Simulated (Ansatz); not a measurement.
Pulling the pair apart

The pair of HBr (SMILES Br, atoms 1–2) and CH$_{3}$F (SMILES CF, atoms 3–7), both closed shells, in one local arrangement (a lower one may exist), relaxed at PBE0-D4/def2-TZVP:

```xyz
7
angstrom
Br 0.6293 0.3847 -2.8876
H -0.2189 -0.0620 -1.8287
C -0.0382 -0.0443 0.9926
F -0.9178 -0.4492 -0.0009
H -0.5565 0.6564 1.6484
H 0.8208 0.4392 0.5243
H 0.2811 -0.9246 1.5519
```

CH$_{3}$F is shifted rigidly along the line between the mean atom positions of the two fragments (negative: closer). Counterpoise interaction energies in kJ/mol. Program: Ansatz 0.2.0. Basis: def2-TZVPPD. Cores are frozen in the correlated methods. Filled d shells of the heavier atoms are correlated. The def2 sets are not built for correlating such inner shells, so the correlated values are less sure here.

| shift (Å) | r2SCAN-D4 | PBE0-D4 | HF |
| --- | --- | --- | --- |
| -0.34 | -9.7 | -8.6 | 9.5 |
| -0.17 | -13.6 | -12.9 | 0.1 |
| 0.00 | -14.3 | -13.9 | -4.7 |
| 0.17 | -13.4 | -13.4 | -6.7 |
| 0.41 | -11.3 | -11.6 | -7.3 |
| 0.84 | -7.4 | -7.9 | -6.0 |
| 1.69 | -3.4 | -3.6 | -3.2 |
| 3.38 | -1.0 | -1.0 | -1.1 |

**Question.** What does CCSD(T) give at these shifts? (Judge from chemistry; the value comes from the calculation.)

**Answer.** By the calculation: -3.0, -9.2, -11.5, -11.7, -10.5, -7.3, -3.4, -1.0 kJ/mol. For zero shift, CCSD(T) at an estimated basis limit (MP2 extrapolated from triple and quadruple zeta, plus CCSD(T) − MP2 in triple zeta) gives -13.8 kJ/mol. These are counterpoise interaction energies, counted from the two frozen fragments.

The T1 diagnostic stays at or below 0.009.

For scale, one of the runs: CCSD(T)/def2-TZVPPD, 202 basis functions, launched by `ansatz run in.yaml --threads 4 --pin off --events-out ev --progress --plain --max-ram 9574MiB`. The run took 59 s on 4 CPU threads of an Intel Xeon Platinum 8259CL (shared host), with 2.7 GiB of host memory at its peak.
